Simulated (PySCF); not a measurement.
Computed Raman spectrum (relative Raman activity) of a molecule C5H5Cl. Geometry: PBE0-D3(BJ)/def2-SVP. Other conformers were not sampled. These are PBE0-D3(BJ)/def2-SVP in PySCF values and carry that method's errors. Frequencies are harmonic and unscaled.

Lines under 2 % of the strongest are left out, and lines within 2 cm⁻¹ are merged.

| ν (cm⁻¹) | relative intensity |
|---|---|
| 103 | 3.9 |
| 839 | 2.4 |
| 906 | 3.3 |
| 977 | 2.6 |
| 1149 | 18 |
| 1249 | 2.4 |
| 1305 | 9.2 |
| 1355 | 16 |
| 1473 | 7.8 |
| 1699 | 72 |
| 2075 | 29 |
| 3136 | 100 |
| 3170 | 34 |
| 3212 | 29 |
| 3225 | 57 |

### Question
Pick the molecule that these values belong to.
A) C#C/C(Cl)=C\C
B) C#C[C@H]1C[C@H]1Cl
C) C=C=C(Cl)C=C
D) C=C=C/C=C/Cl

### Answer
D, C=C=C/C=C/Cl
